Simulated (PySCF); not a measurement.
PySCF input for Si(Cl)3(OSiH3) (Cl3H3OSi2), SMILES [SiH3]O[Si](Cl)(Cl)Cl, PBE/pcSseg-1. Geometry optimised at PBE0-D3(BJ)/def2-SVP. Other conformers were not sampled.

```python
import numpy as np
from pyscf import gto, scf, dft
from pyscf.prop.nmr import rks as nmr

mol = gto.M(
    atom='''
    Si   -2.70308189    0.29926577   -0.60101807
    O    -1.09156824    0.62785963   -0.28971935
    Si    0.37349219    0.04298027    0.07527632
    Cl    0.97339135   -1.28664045   -1.35281923
    Cl    1.69818968    1.58370073    0.16532816
    Cl    0.31828509   -0.91179998    1.87852296
    H    -3.30301401   -0.37419005    0.58517586
    H    -2.79994434   -0.58765967   -1.79448195
    H    -3.37796420    1.59810312   -0.86009670
    ''',
    basis='pcSseg-1',
    charge=0,
    spin=0,
    max_memory=1600,
    verbose=3,
)
mf = dft.RKS(mol, xc='pbe')
mf.grids.level = 3
mf.conv_tol = 1e-10
mf.max_cycle = 100
mf.kernel()
n = nmr.NMR(mf)
n.verbose = 2
n.max_cycle_cphf = 60
sigma = n.kernel()
print('atom   isotropic/ppm   span/ppm')
for i, s in enumerate(sigma):
    w = np.linalg.eigvalsh((s + s.T) / 2)
    print(f'{mol.atom_symbol(i):2s}{i + 1:3d} {w.mean():14.3f} {w[2] - w[0]:11.3f}')
```

Log of the run:

```
converged SCF energy = -2035.82895426868
atom   isotropic/ppm   span/ppm
Si  1        370.373     120.839
O   2        231.604      77.366
Si  3        355.745      20.016
Cl  4        761.692     339.335
Cl  5        760.765     336.114
Cl  6        761.586     339.496
H   7         25.902       8.775
H   8         25.899       8.770
H   9         26.076       9.027
```

The calculation finished and met its thresholds.

Cost: around 60 core-seconds (rough).
